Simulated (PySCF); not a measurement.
# Computed records: CH$_{4}$BClSi, C$_{2}$H$_{4}$AlB

All values are calculated (PySCF 2.14.0). Calculation on a computer-drawn molecule: the log of a Hartree-Fock and frozen-core CCSD(T) single point meant for a local Hartree-Fock minimum, with one planted fault or none, to be diagnosed. Offsets are logged minus clean, where the clean run is the same molecule without the fault. The reference is restricted for singlets and unrestricted otherwise, and also for a bond in bohr or an excited solution. Adding or removing an electron swaps singlet and doublet. The excited solution moves the top pair (singlet) or top alpha electron (doublet) to the lowest empty orbital. Highest occupied and lowest empty are orbital energies over both spins, largest force is the largest gradient component, triples share is (T) over the correlation energy, the T1 limit is 0.02 restricted and 0.045 unrestricted, electrons count all cores, a negative frequency is imaginary (commonest isotopes), and the dipole is about the centre of nuclear charge.

Common to all runs: meant charge 0; meant multiplicity 1; meant basis cc-pV(D+d)Z; logged SCF converged yes; logged CC converged yes; logged SCF stable within its kind yes; possible faults no fault, one electron removed, one electron added, multiplicity raised by two, geometry at a saddle point, SCF held on an excited solution, minimal basis STO-3G, one bond length entered in bohr, all coordinates scaled.

```json
{"entry": 1, "formula": "CH4BClSi", "logged_structure": {"atoms_angstrom": [["C", -0.3659, 2.2399, -0.7767], ["B", 0.6859, 1.3423, -0.0284], ["Si", 0.4976, -0.4855, 0.8588], ["Cl", 2.3432, 2.0137, 0.1958], ["H", 0.07, 2.7248, -1.6543], ["H", -1.269, 1.7028, -1.0752], ["H", -0.6688, 3.0421, -0.0909], ["H", 0.9421, -1.1884, -0.4111]]}, "given": {"logged_electrons": 46, "logged_basis_functions": 32, "logged_spin_squared": 0.0, "logged_highest_occupied [eV]": -6.3374, "logged_lowest_empty [eV]": 5.4905, "logged_largest_force [hartree/bohr]": 0.030641, "logged_T1_diagnostic": 0.012524, "logged_D1_diagnostic": 0.052389, "logged_triples_share": 0.014775, "logged_dipole_magnitude [debye]": 2.4809, "logged_energy_HF [hartree]": -804.26556, "logged_energy_CCSD(T) [hartree]": -804.43369, "drawn_bonds_atom": [1, 2, 2, 1, 1, 1, 3], "drawn_bonds_other_atom": [2, 3, 4, 5, 6, 7, 8], "drawn_bonds_order": [1, 1, 1, 1, 1, 1, 1]}, "results": {"planted_fault": "minimal basis STO-3G", "HF_energy_offset_from_clean_run [kcal/mol]": 5672, "CCSD(T)_energy_offset_from_clean_run [kcal/mol]": 5890}}
{"entry": 2, "formula": "CH4BClSi", "logged_structure": {"atoms_angstrom": [["C", -0.3659, 2.2399, -0.7767], ["B", 0.6859, 1.3423, -0.0284], ["Si", 0.4976, -0.4855, 0.8588], ["Cl", 2.3432, 2.0137, 0.1958], ["H", 0.07, 2.7248, -1.6543], ["H", -1.269, 1.7028, -1.0752], ["H", -0.6688, 3.0421, -0.0909], ["H", 0.9421, -1.1884, -0.4111]]}, "given": {"logged_electrons": 47, "logged_basis_functions": 94, "logged_spin_squared": 0.7697, "logged_highest_occupied [eV]": -1.1573, "logged_lowest_empty [eV]": 7.4931, "logged_largest_force [hartree/bohr]": 0.026205, "logged_T1_diagnostic": 0.018152, "logged_D1_diagnostic": 0.079551, "logged_triples_share": 0.030345, "logged_dipole_magnitude [debye]": 6.821, "logged_energy_HF [hartree]": -813.3172, "logged_energy_CCSD(T) [hartree]": -813.84253, "drawn_bonds_atom": [1, 2, 2, 1, 1, 1, 3], "drawn_bonds_other_atom": [2, 3, 4, 5, 6, 7, 8], "drawn_bonds_order": [1, 1, 1, 1, 1, 1, 1]}, "results": {"planted_fault": "one electron added", "HF_energy_offset_from_clean_run [kcal/mol]": -7.823, "CCSD(T)_energy_offset_from_clean_run [kcal/mol]": -14.03}}
{"entry": 3, "formula": "CH4BClSi", "logged_structure": {"atoms_angstrom": [["C", -0.3747, 2.2937, -0.7954], ["B", 0.7023, 1.3745, -0.0291], ["Si", 0.5096, -0.4971, 0.8794], ["Cl", 2.3994, 2.062, 0.2005], ["H", 0.0717, 2.7901, -1.6941], ["H", -1.2994, 1.7437, -1.101], ["H", -0.6848, 3.1151, -0.0931], ["H", 0.9648, -1.217, -0.421]]}, "given": {"logged_electrons": 46, "logged_basis_functions": 94, "logged_spin_squared": 0.0, "logged_highest_occupied [eV]": -8.8717, "logged_lowest_empty [eV]": 0.33536, "logged_largest_force [hartree/bohr]": 0.015863, "logged_T1_diagnostic": 0.014632, "logged_D1_diagnostic": 0.047977, "logged_triples_share": 0.030035, "logged_dipole_magnitude [debye]": 1.8835, "logged_energy_HF [hartree]": -813.30103, "logged_energy_CCSD(T) [hartree]": -813.81813, "drawn_bonds_atom": [1, 2, 2, 1, 1, 1, 3], "drawn_bonds_other_atom": [2, 3, 4, 5, 6, 7, 8], "drawn_bonds_order": [1, 1, 1, 1, 1, 1, 1]}, "results": {"planted_fault": "all coordinates scaled, by +2.4 %", "HF_energy_offset_from_clean_run [kcal/mol]": 2.323, "CCSD(T)_energy_offset_from_clean_run [kcal/mol]": 1.275}}
{"entry": 4, "formula": "C2H4AlB", "logged_structure": {"atoms_angstrom": [["C", -2.0375, 1.4383, -1.6369], ["B", -1.4758, 1.5776, -0.2031], ["C", -1.1068, 1.8004, 1.1055], ["Al", -2.2626, 2.9319, 2.2202], ["H", -1.3263, 1.796, -2.3844], ["H", -2.9425, 2.0502, -1.7199], ["H", -2.3098, 0.4068, -1.8689], ["H", -0.2229, 1.4061, 1.6025]]}, "given": {"logged_electrons": 34, "logged_basis_functions": 28, "logged_spin_squared": 0.0, "logged_highest_occupied [eV]": -3.9148, "logged_lowest_empty [eV]": 8.5832, "logged_largest_force [hartree/bohr]": 0.089559, "logged_T1_diagnostic": 0.020429, "logged_D1_diagnostic": 0.080412, "logged_triples_share": 0.020197, "logged_dipole_magnitude [debye]": 1.6078, "logged_energy_HF [hartree]": -340.41874, "logged_energy_CCSD(T) [hartree]": -340.65788, "drawn_bonds_atom": [1, 2, 3, 1, 1, 1, 3], "drawn_bonds_other_atom": [2, 3, 4, 5, 6, 7, 8], "drawn_bonds_order": [1, 2, 1, 1, 1, 1, 1]}, "results": {"planted_fault": "minimal basis STO-3G", "HF_energy_offset_from_clean_run [kcal/mol]": 2641, "CCSD(T)_energy_offset_from_clean_run [kcal/mol]": 2779}, "notes": ["T1 above single-reference limit"]}
```
